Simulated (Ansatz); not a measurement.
`FC(F)(F)O[SiH3]` and `FB(F)C(F)(F)F` differ in one atom or group.

Ansatz, PBE0-D4/def2-TZVP geometries, multiplicity 1. 

```
                                        property  `FC(F)(F)O[SiH3]`
            HOMO–LUMO gap (PBE0/def2-TZVPP) / eV               9.53
size of the dipole moment (B3LYP/def2-TZVPP) / D               2.15
  size of the dipole moment (PBE/def2-TZVPP) / D               2.02
             HOMO energy (B3LYP/def2-TZVPP) / eV              -9.53
               LUMO energy (PBE/def2-TZVPP) / eV              -1.08
         HOMO–LUMO gap (ωB97M-V/def2-TZVPP) / eV              13.55
```

Task: Give the same properties after the change, and the shifts. (Best estimate.)

Result: Computed: 
| property | `FB(F)C(F)(F)F` | shift |
| --- | --- | --- |
| HOMO–LUMO gap (PBE0/def2-TZVPP) / eV | 9.48 | -0.05 |
| size of the dipole moment (B3LYP/def2-TZVPP) / D | 0.90 | -1.25 |
| size of the dipole moment (PBE/def2-TZVPP) / D | 0.84 | -1.18 |
| HOMO energy (B3LYP/def2-TZVPP) / eV | -10.45 | -0.92 |
| LUMO energy (PBE/def2-TZVPP) / eV | -2.21 | -1.13 |
| HOMO–LUMO gap (ωB97M-V/def2-TZVPP) / eV | 14.03 | 0.48 |

With PBE0 the HOMO falls by 0.92 eV and the LUMO falls by 0.97 eV, so the gap narrows by about 0.05 eV. PBE moves the HOMO by -0.62 eV and ωB97M-V by -0.99 eV. Dipoles are sizes alone; their direction can turn.

B3LYP here is the variant with VWN-RPA as its local correlation; programs differ in this.
